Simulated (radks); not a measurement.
The gallium anion Ga- inside a hard spherical wall (all orbitals vanish at R), configuration held at [Ar] 3d10 4s2 4p2 and not refilled when levels cross. Calculated with a radial shooting solver on a logarithmic mesh with Libxc functionals: scalar-relativistic Kohn-Sham, PBE, spin-polarised, spherical densities, point nucleus; open shells are filled with parallel spins first. Eigenvalues in eV for spin up, with the zero of energy where the potential of the charges vanishes at infinity; a dash marks a level that is unbound or too diffuse for the functional's potential to be trusted. A positive occupied level is held by the wall or, in an anion where self-interaction has pushed it up, behind a barrier. The pressure on the wall is -dE/dV.

| R (bohr) | E (hartree) | kinetic (hartree) | e(3p) | e(3d) | e(4s) | e(4p) | e(5s, empty) | e(5p, empty) | pressure (GPa) |
|---|---|---|---|---|---|---|---|---|---|
| 15 | -1943.96119 | 1977.017 | -93.343 | -13.661 | -4.077 | 1.574 | 2.342 | 3.202 | 0.00911 |
| 12 | -1943.95665 | 1977.028 | -92.898 | -13.217 | -3.693 | 1.904 | 3.174 | 4.625 | 0.0408 |
| 7 | -1943.89888 | 1977.202 | -90.436 | -10.772 | -1.830 | 3.973 | 9.296 | 13.432 | 1.84 |
| 6 | -1943.83969 | 1977.395 | -88.978 | -9.337 | -0.761 | 5.375 | 13.702 | 19.010 | 5.70 |
| 5 | -1943.69450 | 1977.861 | -86.457 | -6.871 | 1.244 | 8.078 | 22.232 | 29.220 | 21.4 |
| 2 | -1933.01606 | 2008.774 | -39.591 | 40.152 | 78.037 | 98.666 | 273.68 | 292.58 | 12500 |
| 1.5 | -1910.72684 | 2070.629 | 10.381 | 95.110 | 208.28 | 235.73 | 596.71 | 610.35 | 87800 |
